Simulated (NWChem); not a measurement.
# C3H4BFO; SMILES OB1C=C[C@H]1F

```xyz
10

O      1.1006     1.6932    -0.1039
B      0.1239     0.8056     0.1601
C     -1.3956     0.7739    -0.1003
C     -1.2923    -0.5790    -0.1203
C      0.0818    -0.7733     0.4709
F      0.9341    -1.5952    -0.2437
H      1.9821     1.3285     0.0302
H     -2.2526     1.4032    -0.3461
H     -1.9858    -1.3531    -0.4782
H      0.0627    -1.1253     1.5164
```
Atoms are numbered in this order, from 1.

Results from NWChem. Medium grid unless said otherwise, to which SCAN and Minnesota functionals are sensitive. The geometry was optimised at PBE0/def2-SVP.

Task: Among these, which level gives the highest value of “highest occupied level (eV)”?
(A) PBE0/def2-SVP
(B) PW6B95/def2-SVP
(C) Hartree-Fock/def2-SVP
(D) PBE/def2-SVP

Result: D, PBE/def2-SVP. Values: Hartree-Fock/def2-SVP -10.66; PW6B95/def2-SVP -7.94; PBE0/def2-SVP -7.83; PBE/def2-SVP -6.28
